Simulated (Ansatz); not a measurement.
Ansatz (an electronic-structure program) input (B3LYP/def2-TZVPD):

Ansatz 0.2 input:
```yaml
crystal:
  periodic: [false, false, false]
  atoms:
    - {symbol: Sn, position_ang: [0.00000000, 0.00000000, 0.00000000]}
    - {symbol: H, position_ang: [-1.12928612, 1.16103262, -0.54381784]}
    - {symbol: H, position_ang: [0.26993956, -1.15254676, -1.23198634]}
    - {symbol: H, position_ang: [-0.61307219, -0.78386854, 1.38878160]}
    - {symbol: H, position_ang: [1.47241875, 0.77538268, 0.38702257]}
basis:
  gaussian:
    orbitals: def2-TZVPD
hamiltonian:
  xc: {name: B3LYP}
output: {forces: true}
```

Output:

```
Functional definition: B3LYP
integrals: 0.02 GiB planned
668 factors; their error is unknown
mean field: 0.23 GiB planned
mean field evaluation 1: about -5897.5425 eV, gradient 1.2e1 eV
mean field evaluation 2: about -5897.8797 eV, gradient 6.4e0 eV
mean field evaluation 4: about -5897.9480 eV, gradient 3.3e-2 eV
mean field evaluation 8: about -5898.0030 eV, gradient 7.3e-3 eV
mean field -5898.00298643 eV, -216.7476119412 hartree, gradient 2.4e-5 eV, S^2 0.000000; 0 other end points of the search recorded, 0 dependent functions left out
the calculation of the forces begins
reference -5898.00324673 eV, -216.7476215071 hartree; 13, 13 occupied and 79, 79 virtual orbitals, 668 factors
Total energy: -5898.00324673 eV, -216.7476215071 hartree
Atom 0 at     0.000000     0.000000     0.000000 Å, force    -0.000000     0.000000    -0.000000 eV/Å
Atom 1 at    -1.129286     1.161033    -0.543818 Å, force    -0.002942     0.003025    -0.001417 eV/Å
Atom 2 at     0.269940    -1.152547    -1.231986 Å, force     0.000703    -0.003003    -0.003210 eV/Å
Atom 3 at    -0.613072    -0.783869     1.388782 Å, force    -0.001597    -0.002042     0.003618 eV/Å
Atom 4 at     1.472419     0.775383     0.387023 Å, force     0.003836     0.002020     0.001008 eV/Å
Dipole moment:     0.000000    -0.000000     0.000000 e Å
```
